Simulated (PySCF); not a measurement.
input.py for CdH⁻

Input:

```python
from pyscf import gto, dft

mol = gto.M(
    atom='Cd 0 0 0; H 0 0 1.82',
    basis='sbkjc',
    ecp={'Cd': 'sbkjc'},
    charge=-1,
    spin=0,
    verbose=3,
)
mf = dft.RKS(mol, xc='m062x')
mf.kernel()
mf.mulliken_pop()
mf.dip_moment()
print('orbital energies (hartree):', mf.mo_energy[..., max(0, mol.nelec[1]-3):mol.nelec[0]+3].round(4))
```

```bash
$ OMP_NUM_THREADS=1 python input.py
```

It prints (some set-up lines and the per-cycle HOMO/LUMO lines with their warnings removed):

```
converged SCF energy = -167.359748976311
 ** Mulliken pop  **
pop of  0 Cd 4s           0.81660
pop of  0 Cd 5s           0.43711
pop of  0 Cd 6s           1.42988
pop of  0 Cd 7s           1.15635
pop of  0 Cd 4px          1.08918
pop of  0 Cd 4py          1.08918
pop of  0 Cd 4pz          1.10844
pop of  0 Cd 5px          0.02323
pop of  0 Cd 5py          0.02323
pop of  0 Cd 5pz          0.16067
pop of  0 Cd 6px         -0.00164
pop of  0 Cd 6py         -0.00164
[21 lines left out]
 ** Mulliken atomic charges  **
charge of    0Cd =     -0.76626
charge of    1H =     -0.23374

WARN: System has nonzero charge -1; the dipole moment is origin-dependent.
Location of origin: [0. 0. 0.]

Dipole moment(X, Y, Z, Debye): -0.00000, -0.00000,  1.18079
orbital energies (hartree): [-0.3696 -0.1252  0.033   0.1811  0.1811  0.3065]
```

In short: E(SCF) = -167.359749 Eh.

It ran on Arm Neoverse V1 (1 thread, shared host) in 2.8 s, peak memory 0.16 GiB.

The basis has no diffuse functions, which an anion needs. Stability towards an unrestricted solution was not tested. The bond length is a typed value, not an optimised one. The dipole of an ion depends on the origin.
